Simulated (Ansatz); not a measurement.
`[F][Sn]([F])([Cl])[I]`. Total charge 0; spin multiplicity 1. Sn, I takes the def2 core potential.

**Question.** What are the harmonic wavenumbers in cm⁻¹ at PBE0-D4/def2-TZVP (Ansatz, finite differences of forces, unscaled)? (Best estimate.)

**Answer.** Ansatz gave: 77, 103, 131, 158, 172, 230, 401, 649, 655.

**Question.** Is this a minimum?

**Answer.** Yes, all 9 modes are real.

**Question.** Give the ideal-gas thermochemistry at 298.15 K and 1 bar (rigid rotor, harmonic oscillator; point group Cs, symmetry number 1).

**Answer.** Zero-point energy 15.4 kJ/mol; H(298) − E = 37.2 kJ/mol; entropy 387.0 J/(mol·K), of which translation 180.8, rotation 127.4, vibration 78.8; G(298) − E = -78.2 kJ/mol. Modes under 100 cm⁻¹ are hindered rotations or soft bends, so the harmonic entropy is rough.

**Question.** And at 400, 500, 600, 800 and 1000 K?

**Answer.** 
```tsv
T (K)	H − E (kJ/mol)	S (J/mol/K)	G − E (kJ/mol)
400	47.1	415.6	-119.1
500	57.2	438.1	-161.9
600	67.5	456.9	-206.6
800	88.5	487.1	-301.2
1000	109.7	510.8	-401.0
```
